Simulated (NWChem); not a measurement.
Species: InH3O; SMILES [OH][InH2]

Computed with NWChem. STO-3G and 3-21G are far too small for this property and stand as cheap habits. All runs use the structure optimised with PBE0/def2-SVP. def2 effective core potentials on In; no spin-orbit coupling. B3LYP is NWChem's, with the RPA form of VWN correlation. Field at 589 nm.

Q: Order these by “anisotropy (bohr³)”, lowest first: B3LYP/STO-3G (all-electron, non-relativistic); B3LYP/def2-SVPD (core potentials); B3LYP/def2-TZVPD (core potentials).

A: B3LYP/STO-3G (all-electron, non-relativistic) (11.4), B3LYP/def2-SVPD (core potentials) (15.7), B3LYP/def2-TZVPD (core potentials) (16.2)
